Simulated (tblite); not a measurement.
Isomers of C7H15NOSi. Calculated harmonic vibrations of the isolated species, GFN2-xTB (tblite), most abundant isotopes, no scaling. Errors from tens to a few hundred cm⁻¹ against measured bands are possible. Modes of hydrogen on silicon can be 10 to 20 % off. One conformer each.

Electronic energies: GFN2-xTB at the same geometries; isomer energies are rough at this level and their order can be wrong.

| SMILES | electronic energy, lowest = 0 (kcal/mol) |
| --- | --- |
| C=CO[SiH2]N1CCC[C@H]1C | 0.0 |
| C=CC[C@@H]1CO[Si@H](NC)C1 | 21.5 |
| C=C[Si@]1(N(C)C)CCCO1 | 33.1 |

Question: How do GFN2-xTB zero-point energies change the relative energies?

Answer: 
```csv
SMILES,ZPE (kcal/mol),of it from modes above 1550 cm⁻¹,electronic (kcal/mol),"with ZPE, lowest = 0 (kcal/mol)",lowest mode (cm⁻¹),rings
C=CO[SiH2]N1CCC[C@H]1C,130.3,64.7,0.0,0.0,41,1
C=CC[C@@H]1CO[Si@H](NC)C1,131.5,66.1,21.5,22.6,42,1
C=C[Si@]1(N(C)C)CCCO1,132.3,66.5,33.1,35.1,33,1
```

The zero-point energies span 2.0 kcal/mol, from `C=CO[SiH2]N1CCC[C@H]1C` to `C=C[Si@]1(N(C)C)CCCO1`. The order is unchanged.

Question: What do entropy and thermal enthalpy add at 298.15 K and 1 bar (rigid rotor, harmonic oscillator, one conformer each)?

Answer: 
```json
{"SMILES": "C=CO[SiH2]N1CCC[C@H]1C", "point group": "C1", "symmetry number": "1", "S (cal/(mol K))": "111.3", "H − H(0) (kcal/mol)": "8.31", "ZPE + H − H(0) − TS (kcal/mol)": "105.5"}
{"SMILES": "C=CC[C@@H]1CO[Si@H](NC)C1", "point group": "C1", "symmetry number": "1", "S (cal/(mol K))": "111.5", "H − H(0) (kcal/mol)": "8.42", "ZPE + H − H(0) − TS (kcal/mol)": "106.6"}
{"SMILES": "C=C[Si@]1(N(C)C)CCCO1", "point group": "C1", "symmetry number": "1", "S (cal/(mol K))": "113.3", "H − H(0) (kcal/mol)": "8.72", "ZPE + H − H(0) − TS (kcal/mol)": "107.2"}
```
